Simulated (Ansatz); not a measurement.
A series at B: from `NB(N)N`, ligands are replaced one by one, each step taking up H₂ and setting free NH₃; n counts the steps. Ansatz, PBE0-D4/def2-TZVP geometries. Each molecule was computed in one conformer, which needn't be the lowest.

```tsv
n	molecule	HOMO energy, ωB97M-V/def2-TZVPP (eV)
0	`NB(N)N`	?
1	`NBN`	-9.24
2	`BN`	-11.12
3	BH₃	-12.31
```

By hand: fit a straight line y = ȳ + b (n − n̄) to the 3 given rows and predict n = 0.

n̄ = 2.000, ȳ = -10.890; Σ(n − n̄)(y − ȳ) = -3.070, Σ(n − n̄)² = 2.000, so b = -1.535 eV a step. Prediction: -10.890 + (-1.535) × (-2.000) = -7.82 eV.

By hand: compare with the computed value, -8.96 eV, and give the steps along the whole series.

The line misses by -1.14 eV (computed minus predicted). Steps: -0.28, -1.88, -1.19 eV.

The steps differ by up to 1.60 eV without a steady trend. The highest orbital can change its character along such a series. The miss is 34.0 % of the series' range.
